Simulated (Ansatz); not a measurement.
Input file for Ansatz (a first-principles code): R-PBE0/def2-TZVPPD on H4OSi (SMILES O[SiH3]) with ghost functions, monomers drawn apart or pushed together. Files ending in .json are basis or fitting sets from the Basis Set Exchange.

Ansatz 0.2 input:
```yaml
crystal:
  periodic: [false, false, false]
  atoms:
    - {symbol: O, position_ang: [-0.82004176, 1.08855564, 4.10168525]}
    - {symbol: Si, position_ang: [-0.22382910, 0.58218549, 5.54459713]}
    - {symbol: H, position_ang: [-0.50791176, 0.65168955, 3.29098350]}
    - {symbol: H, position_ang: [-0.52350948, -0.85001257, 5.80714356]}
    - {symbol: H, position_ang: [-0.87112784, 1.40894313, 6.58603705]}
    - {symbol: H, position_ang: [1.25000095, 0.75306625, 5.63713765]}
basis:
  gaussian:
    orbitals: def2-TZVPPD.json
    ghost_atoms:
      - {symbol: O, position_ang: [0.25536175, -0.53033593, 0.32901628]}
      - {symbol: H, position_ang: [-0.44668994, -0.95934262, -0.17215458]}
      - {symbol: H, position_ang: [0.69917444, 0.06262352, -0.28711103]}
hamiltonian:
  xc: {name: PBE0}
scf: {lower_state_search: off}
```

The head of its log:

```
WARN ansatz: RAYON_NUM_THREADS=1 ignored (pool sized by the plan → 1); use --threads N
Functional definition: PBE0
these checks for a lower state are left out or cut short: stability, starts, cluster_reference, orbital_swaps, neighbouring_geometries, increment
integrals: 0.11 GiB planned
1028 factors; their error is unknown
mean field: 1.01 GiB planned
mean field evaluation 1: about -9982.2150 eV, gradient 5.1e1 eV
mean field evaluation 2: about -9973.4577 eV, gradient 8.5e1 eV
```

**Question.** Predict the final total energy.

**Answer.** -366.9902 hartree.
